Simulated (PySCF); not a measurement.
A side-by-side comparison of computed properties.

First species: CH₆GeS.
Atom-mapped SMILES: `[CH3:1][S:2][GeH3:3]` (hydrogens: H4, H5, H6 on C1; H7, H8, H9 on Ge3)

Second species: SeCl2.
SMILES: `Cl[Se]Cl`

Levels: B3LYP/def2-SVPD for dipole moment, HOMO energy, LUMO energy, HOMO–LUMO gap, static isotropic polarisability and electronic spatial extent ⟨r²⟩ about the centre of nuclear charge; TDDFT B3LYP/def2-SVPD for lowest singlet excitation; TDA B3LYP/def2-SVPD for lowest triplet excitation (Tamm–Dancoff); PBE0-D3(BJ)/def2-SVP for rotational constant A and rotational constant C. Geometries: PBE0-D3(BJ)/def2-SVP. Each structure is a single optimised conformer of the isolated species, non-relativistic unless stated; the electronic structure was computed with PySCF and density fitting.

Values for the first species:

```
Dipole moment                                                     : 1.46 D
HOMO energy                                                       : -6.57 eV
LUMO energy                                                       : -0.43 eV
HOMO–LUMO gap                                                     : 6.14 eV
Lowest singlet excitation                                         : 5.06 eV
Lowest triplet excitation (Tamm–Dancoff)                          : 4.69 eV
Static isotropic polarisability                                   : 68.5 au
Electronic spatial extent ⟨r²⟩ about the centre of nuclear charge : 525 bohr²
Rotational constant A                                             : 13.312 GHz
Rotational constant C                                             : 2.374 GHz
```

Task: Estimate the same properties for the second species, and the change in each.

Result: 
```json
{"property": "dipole moment", "first": "1.46 D", "second": "1.12 D", "second less first": "-0.34 D"}
{"property": "HOMO energy", "first": "-6.57 eV", "second": "-6.94 eV", "second less first": "-0.37 eV"}
{"property": "LUMO energy", "first": "-0.43 eV", "second": "-3.24 eV", "second less first": "-2.81 eV"}
{"property": "HOMO–LUMO gap", "first": "6.14 eV", "second": "3.70 eV", "second less first": "-2.44 eV"}
{"property": "lowest singlet excitation", "first": "5.06 eV", "second": "2.55 eV", "second less first": "-2.51 eV"}
{"property": "lowest triplet excitation (Tamm–Dancoff)", "first": "4.69 eV", "second": "1.85 eV", "second less first": "-2.84 eV"}
{"property": "static isotropic polarisability", "first": "68.5 au", "second": "58.5 au", "second less first": "-10.0 au"}
{"property": "electronic spatial extent ⟨r²⟩ about the centre of nuclear charge", "first": "525 bohr²", "second": "553 bohr²", "second less first": "+28 bohr²"}
{"property": "rotational constant A", "first": "13.312 GHz", "second": "7.135 GHz", "second less first": "-6.177 GHz"}
{"property": "rotational constant C", "first": "2.374 GHz", "second": "1.891 GHz", "second less first": "-0.483 GHz"}
```

On the first: The polarisability is 10.15 Å³ as a volume (1 au = 0.148185 Å³), or 1.14 au for each of the 60 electrons. The vertical singlet–triplet gap S1 − T1 is 0.37 eV (TDDFT singlet less Tamm–Dancoff triplet; S1: HOMO→LUMO, weight 0.96; T1: HOMO→LUMO, weight 0.96). Relativistic effects, spin–orbit coupling among them, are left out although an element past zinc is present.

On the second: The vertical singlet–triplet gap S1 − T1 is 0.70 eV (TDDFT singlet less Tamm–Dancoff triplet; S1: HOMO→LUMO, weight 1.00; T1: HOMO→LUMO, weight 0.99). S1 lies 1.15 eV below the HOMO–LUMO gap; its leading configuration is HOMO→LUMO, weight 1.00. The calculation is non-relativistic and has no spin–orbit coupling, an omission that weighs most on selenium.
